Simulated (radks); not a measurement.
The numbers below are computed, except where a source is named.
Question: Ionisation of K, [Ar] 4s1, to K+, [Ar], under several functionals. Scalar-relativistic Kohn-Sham, spin-polarised, spherical densities, finite nucleus; open shells are filled with parallel spins first; a radial shooting solver on a logarithmic mesh with Libxc functionals. The NIST Atomic Spectra Database gives 4.341 eV (measured). Rank these functionals by the error of their Delta-SCF ionisation energy: r2SCAN; B86b exchange with PBE correlation; revPBE; LDA (Slater exchange, VWN5 correlation); PBEsol; Wu-Cohen GGA; LDA (Slater exchange, Perdew-Zunger correlation); XLYP; LDA (Slater exchange, Perdew-Wang correlation); RPBE.

Answer: From best to worst: Wu-Cohen GGA 4.380 eV (+0.040); PBEsol 4.391 eV (+0.051); revPBE 4.409 eV (+0.069); r2SCAN 4.269 eV (-0.072); RPBE 4.443 eV (+0.102); B86b exchange with PBE correlation 4.473 eV (+0.132); XLYP 4.503 eV (+0.163); LDA (Slater exchange, Perdew-Zunger correlation) 4.547 eV (+0.206); LDA (Slater exchange, Perdew-Wang correlation) 4.549 eV (+0.208); LDA (Slater exchange, VWN5 correlation) 4.551 eV (+0.210).
